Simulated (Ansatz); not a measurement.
Coupled-cluster run, `CO[Si](F)(F)S[Si](Cl)(Cl)OC`.

```yaml
crystal:
  periodic: [false, false, false]
  atoms:
    - {symbol: C, position_ang: [-0.311121, 3.735439, -0.833580]}
    - {symbol: O, position_ang: [-0.017267, 2.771885, 0.163174]}
    - {symbol: Si, position_ang: [-0.127933, 1.175556, 0.032361]}
    - {symbol: F, position_ang: [-1.489175, 0.787613, -0.673087]}
    - {symbol: F, position_ang: [1.006375, 0.584427, -0.899928]}
    - {symbol: S, position_ang: [0.017870, 0.455720, 2.006520]}
    - {symbol: Si, position_ang: [0.487636, -1.559811, 1.576318]}
    - {symbol: Cl, position_ang: [-0.041059, -2.661832, 3.204536]}
    - {symbol: Cl, position_ang: [2.483348, -1.850029, 1.279401]}
    - {symbol: O, position_ang: [-0.335170, -1.986423, 0.258871]}
    - {symbol: C, position_ang: [-0.160641, -3.140613, -0.542955]}
    - {symbol: H, position_ang: [0.464856, 3.741070, -1.603225]}
    - {symbol: H, position_ang: [-0.339916, 4.712582, -0.352058]}
    - {symbol: H, position_ang: [-1.280213, 3.539046, -1.299521]}
    - {symbol: H, position_ang: [0.881127, -3.243734, -0.855980]}
    - {symbol: H, position_ang: [-0.791259, -3.024533, -1.423585]}
    - {symbol: H, position_ang: [-0.466558, -4.036666, 0.003039]}
basis:
  gaussian: {orbitals: def2-SVP}
correlation: {method: ccsd_t}
```

```sh
$ ansatz run in.yaml --threads 4 --pin off --events-out ev --progress --plain --backend cuda
```

Output of Ansatz, abridged:

```
Functional definition: HF
  name "HF"
  cite "Fock, Z. Phys. 61, 126 (1930) doi:10.1007/BF01340294"
  parent pbe
  exchange = exact_x
  correlation = 0
1922 factors; integrals over basis functions are off by at most 1.5e-3 eV
mean field evaluation 1: about -63170.4175 eV, gradient 5.1e1 eV
mean field evaluation 2: about -63170.4268 eV, gradient 5.1e1 eV
mean field evaluation 4: about -63175.8979 eV, gradient 4.1e0 eV
mean field evaluation 8: about -63175.9510 eV, gradient 8.7e-2 eV
mean field evaluation 16: about -63175.9363 eV, gradient 9.6e-1 eV
mean field -63175.95101244 eV, -2321.6733775094 hartree, gradient 1.6e-6 eV, S^2 0.000000; 0 other end points of the search recorded, 0 dependent functions left out
31 core orbitals not correlated: weight in the atoms' cores, before any rotation towards them, 1.000 or more for the frozen orbitals, at most 0.000 for the correlated occupied ones
reference -63175.95101244 eV, -2321.6733775094 hartree; 34, 34 occupied and 139, 139 virtual orbitals, 1922 factors
second order -42.97617467 eV of doubles, -0.00000000 eV of singles
cycle   1  -43.96834867 eV  change   -9.9e-1 eV  update   1.4e-1
cycle   2  -44.89269903 eV  change   -9.2e-1 eV  update   3.8e-2
cycle   3  -45.11701485 eV  change   -2.2e-1 eV  update   1.9e-2
cycle   4  -45.10971436 eV  change    7.3e-3 eV  update   3.7e-3
cycle   5  -45.10755726 eV  change    2.2e-3 eV  update   1.4e-3
cycle   6  -45.10787113 eV  change   -3.1e-4 eV  update   4.2e-4
cycle   7  -45.10762796 eV  change    2.4e-4 eV  update   1.4e-4
cycle   8  -45.10753966 eV  change    8.8e-5 eV  update   4.5e-5
cycle   9  -45.10755118 eV  change   -1.2e-5 eV  update   1.6e-5
perturbative correction -1.05464353 eV, -0.0387574347 hartree
Total energy: -63222.11320714 eV, -2323.3698068751 hartree
```

Run time 12 s (4 threads of an AMD EPYC 7R13 on a shared host and a share of an NVIDIA H100 80 GB); peak host memory 0.82 GiB.

Correlation energy per correlated electron: -0.679 eV. T1 diagnostic: 0.0108.
